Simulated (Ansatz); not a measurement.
One geometry of ClH5O4Si2 (`O[SiH](O)O[SiH](O)Cl`), several functionals.

```yaml
crystal:
  periodic: [false, false, false]
  atoms:
    - {symbol: O, position_ang: [0.219025, 1.951137, -0.945379]}
    - {symbol: Si, position_ang: [-0.723842, 1.276572, 0.202665]}
    - {symbol: O, position_ang: [-0.647255, 2.190130, 1.541817]}
    - {symbol: O, position_ang: [-0.208557, -0.255370, 0.492501]}
    - {symbol: Si, position_ang: [0.676077, -1.520342, 0.030129]}
    - {symbol: O, position_ang: [-0.137104, -2.918608, 0.121271]}
    - {symbol: Cl, position_ang: [1.253942, -1.169016, -1.928083]}
    - {symbol: H, position_ang: [0.591703, 1.366382, -1.610462]}
    - {symbol: H, position_ang: [-2.145424, 1.199730, -0.167274]}
    - {symbol: H, position_ang: [0.196567, 2.579592, 1.776485]}
    - {symbol: H, position_ang: [1.884434, -1.678443, 0.846595]}
    - {symbol: H, position_ang: [-0.959586, -3.021784, -0.360255]}
basis:
  gaussian: {orbitals: def2-TZVPP}
hamiltonian: {xc: r2scan, dispersion: d4}
output: {forces: true, orbitals: {seedname: orbitals}}
```

```sh
$ ansatz run in.yaml --threads 2 --pin off --events-out ev --progress --plain --max-ram 32768MiB --backend cuda --devices 0, --max-vram 18GiB
```

It prints (some lines left out):

```
Functional definition: r2SCAN
  name "r2SCAN"
  cite "Furness, Kaplan, Ning, Perdew & Sun, J. Phys. Chem. Lett. 11, 8208 (2020) doi:10.1021/acs.jpclett.0c02405"
  cite "Furness, Kaplan, Ning, Perdew & Sun, J. Phys. Chem. Lett. 11, 9248 (2020) doi:10.1021/acs.jpclett.0c03077"
  parent r2scan
  parameter k0 = 0.174
  parameter k1 = 0.065
  parameter a1 = 4.9479
  exchange = r2scan_x(k0 = k0, k1 = k1, a1 = a1)
  correlation = r2scan_c
1769 factors; their error is unknown
mean field evaluation 1: about -36537.0052 eV, gradient 1.1e2 eV
mean field evaluation 2: about -36490.7004 eV, gradient 1.9e2 eV
mean field evaluation 4: about -36554.8468 eV, gradient 8.8e0 eV
mean field evaluation 8: about -36554.9817 eV, gradient 2.7e-1 eV
mean field evaluation 16: about -36554.9405 eV, gradient 3.8e-3 eV
mean field -36554.94049696 eV, -1343.3692854347 hartree, gradient 2.2e-5 eV, S^2 0.000000; 0 other end points of the search recorded, 0 dependent functions left out
the calculation of the forces begins
reference -36554.94051019 eV, -1343.3692859209 hartree; 41, 41 occupied and 279, 279 virtual orbitals, 1769 factors
Total energy: -36555.02871820 eV, -1343.3725275054 hartree
Atom 0 at     0.219025     1.951137    -0.945379 Å, force     0.023089     0.043559    -0.028759 eV/Å
Atom 1 at    -0.723842     1.276572     0.202665 Å, force    -0.048789    -0.021414    -0.030372 eV/Å
Atom 2 at    -0.647255     2.190130     1.541817 Å, force    -0.032342     0.023692     0.037223 eV/Å
Atom 3 at    -0.208557    -0.255370     0.492501 Å, force    -0.026692    -0.010521     0.055616 eV/Å
Atom 4 at     0.676077    -1.520342     0.030129 Å, force     0.058058     0.012373     0.033311 eV/Å
Atom 5 at    -0.137104    -2.918608     0.121271 Å, force    -0.002536    -0.056749     0.031093 eV/Å
Atom 6 at     1.253942    -1.169016    -1.928083 Å, force     0.027515     0.013293    -0.074177 eV/Å
Atom 7 at     0.591703     1.366382    -1.610462 Å, force     0.009448    -0.011292    -0.020449 eV/Å
Atom 8 at    -2.145424     1.199730    -0.167274 Å, force     0.029746     0.007830     0.018488 eV/Å
Atom 9 at     0.196567     2.579592     1.776485 Å, force     0.017290     0.009652     0.004341 eV/Å
Atom 10 at     1.884434    -1.678443     0.846595 Å, force    -0.036413    -0.006178    -0.013923 eV/Å
Atom 11 at    -0.959586    -3.021784    -0.360255 Å, force    -0.018377    -0.004246    -0.012392 eV/Å
Dipole moment:     0.031198    -0.135881    -0.064212 e Å
```

Run time 4.2 s (2 threads of an AMD EPYC 7R13 on a shared host and a share of an NVIDIA H100 80 GB); peak host memory 0.87 GiB.

The same input with `hamiltonian: {xc: pbe0, dispersion: d4}` and no forces (abridged; 4.2 s):

```
Functional definition: PBE0
mean field evaluation 16: about -36541.4284 eV, gradient 2.2e-4 eV
mean field -36541.42839317 eV, -1342.8727247793 hartree, gradient 3.2e-5 eV, S^2 0.000000
Total energy: -36541.72935756 eV, -1342.8837850165 hartree
```

Changing it to `hamiltonian: {xc: {name: B2PLYP}}` and no forces (abridged; 3.2 s):

```
Functional definition: B2PLYP
mean field evaluation 16: about -36533.8613 eV, gradient 3.1e-4 eV
mean field -36533.86131413 eV, -1342.5946397538 hartree, gradient 7.4e-6 eV, S^2 0.000000
19 core orbitals not correlated: weight in the atoms' cores, before any rotation towards them, 1.000 or more for the frozen orbitals, at most 0.000 for the correlated occupied ones
second order -44.87320560 eV of doubles, -0.00000000 eV of singles
Total energy: -36545.97727290 eV, -1343.0398930261 hartree
```
